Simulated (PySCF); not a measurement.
C₇H₁₁NSi₂.
Geometry (GFN2-xTB, Å), atoms numbered from 1 in this order:
```
atom  x, y, z in Å
C1     4.2555    0.0130   -1.0331
C2     2.9868    0.1566   -0.3582
C3     1.9282    0.2798    0.2051
Si4    0.2958    0.4505    1.0412
C5    -0.4958   -1.2583    1.3932
Si6   -2.1594   -1.3113    0.4725
C7    -2.3644    0.5779    0.1394
C8    -3.2837    0.8184   -0.9232
N9    -4.0027    0.9834   -1.8006
C10   -0.9852    1.1783   -0.1759
H11    4.1567    0.3110   -2.0766
H12    5.0041    0.6436   -0.5545
H13    4.5859   -1.0245   -0.9905
H14    0.4164    1.2682    2.2582
H15    0.1556   -2.0659    1.0686
H16   -0.6403   -1.4019    2.4619
H17   -2.0714   -2.0364   -0.7962
H18   -3.2847   -1.7950    1.2768
H19   -2.7685    1.0490    1.0428
H20   -1.0299    2.2682   -0.1434
H21   -0.7078    0.9124   -1.1986
```

NICS = −σ at a ghost point: NICS(0) at the centroid of the ring atoms, NICS(1) 1 Å to either side along the normal of their mean plane, zz for the tensor component along that normal. Level: GIAO PBE0/pcSseg-1 (PySCF, non-relativistic, gas phase) on the GFN2-xTB geometry, one conformer.

Ring bond lengths (Å), with Mayer bond orders in brackets: Si4–C5 1.916 (0.88), C5–Si6 1.902 (0.91), Si6–C7 1.929 (0.80), C7–C10 1.537 (0.99), C10–Si4 1.911 (0.89).

Give the NICS values of each ring in ppm.

```csv
ring,type,NICS(0),"NICS(1), two faces","NICS(1)zz, two faces",rms pucker (Å),"centre to ring atoms, mean (Å)"
Si4–C5–Si6–C7–C10,5-membered ring with 2 Si; formal bonds all single,-4.4,-4.1 / -3.1,-1.7 / 0.2,0.19,1.54
```

What can be read from them?

- Si4–C5–Si6–C7–C10: mean NICS(1)zz -0.7 ppm, near zero. Si4, C5, Si6, C7, C10 have four or more neighbours, so the value isn't read as a sign of a π ring current.

At the second NICS(1) probe listed for ring Si4–C5–Si6–C7–C10, 1 Å off the ring, how large is the induced field along the normal in 14.1 T applied along it?

NICSzz × B0 = 0.2 ppm × 14.1 T = 3 μT, along the applied field.

How shielded are the nuclei of the rings and their hydrogens (means over atoms taken as equivalent)?

```csv
atoms,environment,σ isotropic (ppm),"principal values of the symmetric part, first atom (ppm)"
Si4,SiH silicon,377.4,"321.1, 389.4, 421.6"
C5,sp3 carbon bound to silicon,195.7,"183.8, 196.6, 206.6"
Si6,SiH2 silicon,368.3,"309.3, 372.1, 423.5"
C7,sp3 carbon bound to silicon,176.3,"160.3, 175.3, 193.4"
C10,sp3 carbon bound to silicon,165.9,"145.4, 168.1, 184.3"
H14,Si–H hydrogen,26.98,"23.5, 24.7, 32.7"
H15,methylene hydrogen,31.51,"26.2, 28.7, 39.6"
H16,methylene hydrogen,31.61,"26.1, 28.3, 40.5"
H17,Si–H hydrogen,27.32,"24.0, 25.4, 32.5"
H18,Si–H hydrogen,27.08,"23.2, 25.0, 33.0"
H19,methine hydrogen,30.15,"25.7, 28.4, 36.4"
H20,methylene hydrogen,29.93,"24.7, 28.7, 36.4"
H21,methylene hydrogen,30.54,"25.9, 30.0, 35.8"
```
